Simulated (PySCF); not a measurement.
Bonds: Si1-C4 1.863 Å, Si1-O8 1.722 Å, O8-C9 1.339 Å, C9-C10 1.499 Å, C9-O11 1.205 Å. Si1 carries H2, H3; C4 carries H5, H6, H7; C10 carries H12, H13, H14.

Theoretical values (PySCF 2.14.0 with density-fitted response routines): coordinates at the PBE0-D3(BJ)/def2-SVP level, shieldings: GIAO PBE0/pcSseg-1. Gas phase, non-relativistic, fast rotation and ring inversion assumed for equivalent nuclei, one conformer.

Scale: TMS for ¹³C, ¹H, ²⁹Si; H2O for ¹⁷O (reference shieldings calculated alike).

```tsv
atoms	nucleus	count	δ (ppm)
C4	¹³C	1	?
H2/H3	¹H	2	4.99
O8	¹⁷O	1	?
Si1	²⁹Si	1	-9.6
O11	¹⁷O	1	472.6
H12/H13/H14	¹H	3	2.02
C10	¹³C	1	22.6
C9	¹³C	1	?
H5/H6/H7	¹H	3	0.34
```

**Question.** Fill in the missing shifts.

**Answer.** 
- C9: 176.4 ppm, carbon bonded to C, 2 O
- C4: -4.8 ppm, carbon bonded to Si, 3 H
- O8: 212.4 ppm, oxygen bonded to C, Si

Shifts are as computed. Against solution values, carbons near 30 ppm lie about +2 ppm off and those near 130 ppm about +5 ppm. Of 1309 compounds with measured shifts, 239 miss one by over three times the rms of a fit or turn the order of signals round; such compounds aren't used in these exercises. Unscaled 17O shifts of doubly bonded oxygen tend to come out too high, by tens of ppm or more. Experimental scales use liquid or dissolved standards, which lie at an offset from isolated H2O (liquid H2O: subtract about 36 ppm).
